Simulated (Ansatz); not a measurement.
Rb2H2⁺. The state is a doublet with charge 1. Geometry r2SCAN-D4/def2-TZVP, that of the neutral singlet; atoms count from 1.

```xyz
4

Rb   -0.683    1.704    0.709
Rb    0.683   -1.704   -0.709
H     0.712   -0.378    1.596
H    -0.712    0.378   -1.596
```

In the def2 sets Rb takes a core potential; there is no spin–orbit coupling. The structure comes from a short search, and lower isomers may exist.

(1) Estimate the Mulliken populations from the PBE0/def2-TZVP orbitals of Ansatz.

(2) Where does the spin sit?

Answers

(1) 
```
atom  charge (e)  spin (α − β)
 Rb1        0.75         -0.07
 Rb2        0.75         -0.07
  H3       -0.25          0.57
  H4       -0.25          0.57
```
Mulliken values depend strongly on the basis.

(2) Summed by element: Rb -0.15, H 1.15, of 1 unpaired in all. Largest on single atoms: H3 0.57, H4 0.57, Rb2 -0.07.
